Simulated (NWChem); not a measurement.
Program: NWChem. System: I2Pb, charge -1, spin multiplicity 2, at the geometry of a parent with another charge or spin, in a state set for the comparison that need not be this species' ground state. Its SCF solution wasn't tested for a lower state. Level: UMP2/def2-SVPD with def2 effective core potentials on I, Pb, 12 core orbitals frozen.

Job file:

```
start mol
memory heap 200 mb stack 900 mb global 1100 mb
charge -1
geometry units angstroms nocenter noautoz
  Pb     0.000000     0.000000    -1.006751
  I     -2.193554     0.000000     0.778807
  I      2.193554     0.000000     0.778807
  symmetry group C2v
end
basis spherical
  * library def2-svpd
end
ecp
  I library def2-ecp
  Pb library def2-ecp
end
scf
  uhf
  nopen 1
  maxiter 100
  thresh 1e-7
  semidirect memsize 60000000 filesize 0
  # guess.movecs holds the orbitals of an unrestricted PBE0 run
  vectors input guess.movecs output mol.movecs
end
mp2
  freeze core 12
end
task mp2 energy
```

Output (cleaned and shortened):

```
             Northwest Computational Chemistry Package (NWChem) 7.3.0
             --------------------------------------------------------

                                NWChem Input Module
                                -------------------

 Scaling coordinates for geometry "geometry" by  1.889725989
 (inverse scale =  0.529177249)

 Turning off AUTOSYM since
 SYMMETRY directive was detected!

                             Geometry "geometry" -> ""
                             -------------------------

 Output coordinates in angstroms (scale by  1.889725989 to convert to a.u.)

  No.       Tag          Charge          X              Y              Z
 ---- ---------------- ---------- -------------- -------------- --------------
    1 Pb                  82.0000     0.00000000     0.00000000    -1.00675100
    2 I                   53.0000    -2.19355400     0.00000000     0.77880700
    3 I                   53.0000     2.19355400     0.00000000     0.77880700

 Effective nuclear repulsion energy (a.u.)    1965.0420721024

            Nuclear Dipole moment (a.u.)
            ----------------------------
        X                 Y               Z
 ---------------- ---------------- ----------------
     0.0000000000     0.0000000000    -0.0000755890

      Symmetry information
      --------------------

 Group name             C2v
 Group number             16
 Group order               4
 No. of unique centers     2

      Symmetry unique atoms

     1    2


 Summary of "ao basis" -> "" (spherical)
 ------------------------------------------------------------------------------
       Tag                 Description            Shells   Functions and Types
 ---------------- ------------------------------  ------  ---------------------
 *                         def2-svpd                  on all atoms

 Summary of "ao basis" -> "ao basis" (spherical)
 ------------------------------------------------------------------------------
       Tag                 Description            Shells   Functions and Types
 ---------------- ------------------------------  ------  ---------------------
[...]
  AO/Fock/Back tols     =   1.0D-09  1.0D-09  1.0D-09

 GA uses MA = F    GA memory limited = T

 Available:
  local mem=  1.26D+08
 global mem=  1.44D+08
 local disk=  0.00D+00
  mp2_memr nvloc                    65
  nvloc new                    65
   1 passes of  25:        3145728                      62661                  27979892.
   1 passes of  25: M    126149005           G      144158392           F     123003277.

 Semi-direct pass number   1 of   1  for UHF alpha       at        1.5s
  vrange nnbf                  5061
  mp2_eaftype                   106  avail_ma_in_mb                  1099
 EAF : mp2_eaftype filesize         106   13989946.
  mp2_eaf for mointskh                    106
Node 0 wrote     65.8 Mb in      0.0 s     Agg I/O rate:  1879.8 Mb/s
 Done moints_semi at        4.3s
  mp2_eaftype                   106  avail_ma_in_mb                   993
 EAF : mp2_eaftype filesize         106   13989946.
  mp2_eaf for kh                   106
 Done maket at        4.5s
 Done multipass loop at        4.5s

 GA uses MA = F    GA memory limited = T

 Available:
  local mem=  1.26D+08
 global mem=  1.44D+08
 local disk=  0.00D+00
  mp2_memr nvloc                    66
  nvloc new                    66
   1 passes of  24:        3145728                      61616                  27274389.
   1 passes of  24: M    126149005           G      144158392           F     123003277.

 Semi-direct pass number   1 of   1  for UHF beta        at        4.5s
  vrange nnbf                  5061
  mp2_eaftype                   104  avail_ma_in_mb                  1099
 EAF : mp2_eaftype filesize         104   13637194.
  mp2_eaf for mointskh                    104
Node 0 wrote     64.1 Mb in      0.0 s     Agg I/O rate:  2444.3 Mb/s
 Done moints_semi at        7.3s
  mp2_eaftype                   104  avail_ma_in_mb                   995
 EAF : mp2_eaftype filesize         104   13637194.
  mp2_eaf for kh                   104
 Done maket at        7.5s
 Done multipass loop at        7.5s

          -------------------------------------------
          SCF energy                -785.323080411822
          Correlation energy          -0.342964292423
          Singlet pairs                0.000000000000
          Triplet pairs                0.000000000000
          Total MP2 energy          -785.666044704245
          -------------------------------------------

          ---------------------------------------------------
                    Spin Component Scaled (SCS) MP2
          Same spin pairs                     -0.108452719931
          Same spin scaling factor             0.333333333333
          Opposite spin pairs                 -0.234511572492
          Opposite spin scaling fact.          1.200000000000
          SCS-MP2 correlation energy          -0.317564793634
          Total SCS-MP2 energy              -785.640645205456
          ---------------------------------------------------

 -----------------------
 Performance information
 -----------------------

 Timer overhead =  9.61D-08 seconds/call

               Nr. of calls         CPU time (s)                 Wall time (s)                GFlops
             ---------------    -------------------     ------------------------------   -------------------
Name         Min   Avg   Max    Min     Avg     Max     Min     Avg     Max   Mx/calls   Min     Max     Sum
mp2: moin     2     2     2    5.6     5.6     5.6      5.6     5.6     5.6     2.8      0.0     0.0     0.0
mp2: make     2     2     2   0.38    0.38    0.38     0.38    0.38    0.38    0.19      0.0     0.0     0.0
mp2: tota     1     1     1    6.1     6.1     6.1      6.1     6.1     6.1     6.1      0.0     0.0     0.0

 The average no. of pstat calls per process was 5.00D+00
 with a timing overhead of 4.80D-07s

 Task  times  cpu:        7.5s     wall:        7.5s

 Total times  cpu:        7.5s     wall:        7.5s
```
